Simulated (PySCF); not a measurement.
Radial density of Se (selenium, neutral)

UHF, [Ar] 3d10 4s2 4p3 5s1, high-spin 5S determinant (an excited configuration). Computed with PySCF 2.14 in aug-cc-pwCVTZ-PP with ECP10MDF, with scalar relativity through the core potential. This is the valence pseudo-density: the core potential removes the inner electrons and smooths the orbitals near the nucleus.

```
r (bohr)  4πr²ρ (e/bohr)  4πr²(ρα − ρβ)
0.000597       2.862e-05         0.0000
 0.00100       8.076e-05         0.0000
 0.00169       0.0002268         0.0000
 0.00284       0.0006290         0.0000
 0.00478        0.001686         0.0000
 0.00803        0.004176         0.0000
  0.0135        0.009096         0.0001
  0.0227         0.01765         0.0001
  0.0382         0.03151         0.0002
  0.0643          0.1045         0.0003
   0.108          0.7768         0.0005
   0.182           4.963         0.0130
   0.306           19.95         0.1713
   0.515           32.21         0.2051
   0.866           11.89         0.0972
    1.46           3.807         1.5507
    2.45           1.716         1.1647
    4.12          0.3591         0.3380
    6.93          0.1321         0.1320
    11.7       0.0004810         0.0005
```

Energies and moments cover only the electrons outside the core potential. The outer electron is Rydberg-like, and this basis confines it to a smaller radius and binds it less than a complete one would.
